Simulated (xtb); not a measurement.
xtb input (GFN2-xTB):

```bash
xtb mol.xyz --gfn 2 --ohess tight --chrg 0 --uhf 0
```
mol.xyz:
```
19

C     -2.99344219    -0.10493574    -0.93615674
C     -2.44950502    -0.40284846     0.18791874
C     -1.58956251     0.41967682     1.10774400
Si     0.22498327    -0.10710893     0.99105827
C      0.87244718     0.21499909    -0.68718707
C      2.28676096    -0.38155251    -0.89674811
C      3.38136613     0.33056746    -0.87721141
H     -2.80094294     0.89122895    -1.35849839
H     -3.51320934    -0.74648149    -1.58002899
H     -2.66689972    -1.41601354     0.57554435
H     -1.73370771     1.48625874     0.79700405
H     -1.92980199     0.35193457     2.12254926
H      0.36265232    -1.52872901     1.32799766
H      1.01223390     0.72360735     2.03742243
H      0.93735022     1.25363655    -0.94395003
H      0.22988518    -0.27850930    -1.43621776
H      2.35020593    -1.45065752    -0.89235113
H      3.39193489     1.43658807    -0.82555786
H      4.40816511    -0.14383198    -0.98069117
```

Output:

```
           -------------------------------------------------
          |                Calculation Setup                |
           -------------------------------------------------

           -------------------------------------------------
          |                 G F N 2 - x T B                 |
           -------------------------------------------------

        Reference                      10.1021/acs.jctc.8b01176
      * Hamiltonian:
        H0-scaling (s, p, d)           1.850000    2.230000    2.230000
        zeta-weighting                 0.500000
      * Dispersion:
        s8                             2.700000
        a1                             0.520000
        a2                             5.000000
        s9                             5.000000
      * Repulsion:
        kExp                           1.500000    1.000000
        rExp                           1.000000
      * Coulomb:
        alpha                          2.000000
        third order                    shell-resolved
        anisotropic                    true
        a3                             3.000000
        a5                             4.000000
        cn-shift                       1.200000
        cn-exp                         4.000000
        max-rad                        5.000000

          ...................................................
          :                      SETUP                      :
          :.................................................:
          :  # basis functions                  46          :
          :  # atomic orbitals                  45          :
          :  # shells                           27          :
          :  # electrons                        40          :
          :  max. iterations                   250          :
          :  Hamiltonian                  GFN2-xTB          :
          :  restarted?                      false          :
          :  GBSA solvation                  false          :
          :  PC potential                    false          :
          :  electronic temp.          300.0000000     K    :
          :  accuracy                    1.0000000          :
          :  -> integral cutoff          0.2500000E+02      :
          :  -> integral neglect         0.1000000E-07      :
          :  -> SCF convergence          0.1000000E-05 Eh   :
          :  -> wf. convergence          0.1000000E-03 e    :
          :  Broyden damping             0.4000000          :
          :  net charge                          0          :
          :  unpaired electrons                  0          :
          ...................................................

 iter      E             dE          RMSdq      gap      omega  full diag
   1    -20.8539020 -0.208539E+02  0.535E+00    5.20       0.0  T
   2    -20.9544031 -0.100501E+00  0.267E+00    4.90       1.0  T
   3    -20.9526450  0.175815E-02  0.213E+00    5.01       1.0  T
   4    -20.9631596 -0.105147E-01  0.974E-01    4.96       1.0  T
   5    -20.9618872  0.127243E-02  0.511E-01    4.96       1.0  T
   6    -20.9636398 -0.175263E-02  0.329E-01    4.95       1.0  T
[...]
eigval :      265.13   406.92   408.71   457.02   567.21   580.66
eigval :      606.52   672.76   747.14   765.43   780.81   795.17
eigval :      814.55   880.57   881.76   956.18   956.33  1020.22
eigval :     1022.25  1050.82  1059.11  1179.57  1184.57  1207.86
eigval :     1212.09  1297.66  1300.75  1413.94  1414.77  1459.77
eigval :     1468.50  1707.90  1711.49  2218.29  2231.04  2962.60
eigval :     2979.37  2983.47  2989.03  3049.80  3051.46  3095.21
eigval :     3096.43  3121.52  3123.25
 reduced masses (amu)
   1: 12.39   2: 11.48   3: 15.68   4: 12.12   5: 13.35   6: 13.90   7:  8.39   8: 11.71
   9:  9.28  10:  9.88  11: 11.81  12:  8.68  13: 11.30  14:  7.16  15:  7.58  16:  5.46
  17:  1.42  18:  8.24  19:  7.53  20:  4.45  21:  8.19  22:  8.80  23:  5.06  24:  5.36
  25:  8.14  26:  3.72  27:  3.77  28:  5.23  29:  5.37  30:  1.88  31:  1.88  32:  4.82
  33:  4.72  34:  6.06  35:  5.79  36:  3.83  37:  3.87  38:  2.91  39:  2.90  40:  2.21
  41:  2.22  42:  2.19  43:  2.17  44: 11.14  45: 11.16  46:  2.09  47:  1.61  48:  1.83
  49:  1.76  50:  1.87  51:  1.51  52:  1.81  53:  1.81  54:  1.55  55:  1.55  56:  2.06
  57:  2.07
 IR intensities (km·mol⁻¹)
   1:  0.02   2:  0.02   3:  0.02   4:  0.01   5:  0.01   6:  0.00   7:  0.29   8:  0.15
   9:  0.04  10:  0.10  11:  1.14  12:  0.16  13:  2.20  14:  3.00  15:  5.86  16: 48.76
  17:  2.84  18: 14.10  19:  4.01  20:167.61  21: 55.67  22: 15.36  23:209.77  24: 79.49
  25:200.30  26: 10.17  27: 10.57  28: 13.43  29: 19.38  30:  9.41  31:  7.68  32: 38.25
  33: 17.67  34: 49.20  35: 46.73  36: 20.16  37: 14.32  38:  9.20  39:  6.83  40: 15.47
  41:  5.04  42:  1.68  43:  1.51  44: 39.96  45: 32.90  46:427.52  47:190.22  48: 33.83
  49: 18.86  50: 48.95  51: 29.40  52: 25.45  53: 66.39  54: 21.66  55: 27.67  56: 54.70
  57: 65.89
 Raman intensities (Ä⁴*amu⁻¹)
   1:  0.00   2:  0.00   3:  0.00   4:  0.00   5:  0.00   6:  0.00   7:  0.00   8:  0.00
   9:  0.00  10:  0.00  11:  0.00  12:  0.00  13:  0.00  14:  0.00  15:  0.00  16:  0.00
  17:  0.00  18:  0.00  19:  0.00  20:  0.00  21:  0.00  22:  0.00  23:  0.00  24:  0.00
  25:  0.00  26:  0.00  27:  0.00  28:  0.00  29:  0.00  30:  0.00  31:  0.00  32:  0.00
  33:  0.00  34:  0.00  35:  0.00  36:  0.00  37:  0.00  38:  0.00  39:  0.00  40:  0.00
  41:  0.00  42:  0.00  43:  0.00  44:  0.00  45:  0.00  46:  0.00  47:  0.00  48:  0.00
  49:  0.00  50:  0.00  51:  0.00  52:  0.00  53:  0.00  54:  0.00  55:  0.00  56:  0.00
  57:  0.00
 output can be read by thermo (or use thermo option).
 writing <g98.out> molden fake output.
 recommended (thermochemical) frequency scaling factor: 1.0
           -------------------------------------------------
          |             Thermodynamic Functions             |
           -------------------------------------------------
Molecule has no symmetry elements
It seems to be the C1 point group

c1  symmetry found (for desy threshold:  0.10E+00) used in thermo

          ...................................................
          :                      SETUP                      :
          :.................................................:
          :  # frequencies                          51      :
          :  # imaginary freq.                       0      :
          :  linear?                             false      :
          :  only rotor calc.                    false      :
          :  symmetry                               c1      :
          :  rotational number                       1      :
          :  scaling factor                  1.0000000      :
          :  rotor cutoff                   50.0000000 cm⁻¹ :
          :  imag. cutoff                  -20.0000000 cm⁻¹ :
          :.................................................:

    mode    ω/cm⁻¹     T·S(HO)/kcal·mol⁻¹    T·S(FR)/kcal·mol⁻¹   T·S(vib)
   ------------------------------------------------------------------------
       1     36.80    -1.61732 ( 22.68%)    -1.14706 ( 77.32%)    -1.25371
       2     45.99    -1.48560 ( 41.72%)    -1.08104 ( 58.28%)    -1.24982
       3     66.03    -1.27260 ( 75.26%)    -0.97398 ( 24.74%)    -1.19871
       4     82.60    -1.14134 ( 88.16%)    -0.90769 ( 11.84%)    -1.11369
       5    142.66    -0.82523 ( 98.51%)    -0.74586 (  1.49%)    -0.82405
       6    215.08    -0.59633 ( 99.71%)    -0.62427 (  0.29%)    -0.59641
       7    265.13    -0.48532 ( 99.87%)    -0.56232 (  0.13%)    -0.48541
   ------------------------------------------------------------------------

   temp. (K)  partition function   enthalpy   heat capacity  entropy
                                   cal/mol     cal/K/mol   cal/K/mol   J/K/mol
 298.15  VIB  0.349E+04             4581.546     28.234     29.226
         ROT  0.458E+06              888.752      2.981     28.882
         INT  0.160E+10             5470.298     31.215     58.108
         TR   0.115E+28             1481.254      4.968     40.044
         TOT                        6951.5519    36.1831    98.1521   410.6683

       T/K    H(0)-H(T)+PV         H(T)/Eh          T*S/Eh         G(T)/Eh
   ------------------------------------------------------------------------
    298.15    0.110780E-01    0.165412E+00    0.466352E-01    0.118777E+00
   ------------------------------------------------------------------------

         :::::::::::::::::::::::::::::::::::::::::::::::::::::
         ::                  THERMODYNAMIC                  ::
         :::::::::::::::::::::::::::::::::::::::::::::::::::::
         :: total free energy         -20.497473995286 Eh   ::
         ::.................................................::
         :: total energy              -20.616250731086 Eh   ::
         :: zero point energy           0.154333953252 Eh   ::
         :: G(RRHO) w/o ZPVE           -0.035557217453 Eh   ::
         :: G(RRHO) contrib.            0.118776735800 Eh   ::
         :::::::::::::::::::::::::::::::::::::::::::::::::::::

optimized geometry written to: xtbopt.xyz

           -------------------------------------------------
          | TOTAL ENERGY              -20.616250731086 Eh   |
          | TOTAL ENTHALPY            -20.450838774726 Eh   |
          | TOTAL FREE ENERGY         -20.497473995286 Eh   |
          | GRADIENT NORM               0.000143846741 Eh/α |
          | HOMO-LUMO GAP               4.643543839040 eV   |
           -------------------------------------------------

------------------------------------------------------------------------
------------------------------------------------------------------------
 total:
 SCF:
 ANC optimizer:
Note: The following floating-point exceptions are signalling: IEEE_UNDERFLOW_FLAG IEEE_DENORMAL
normal termination of xtb
 analytical hessian:
```
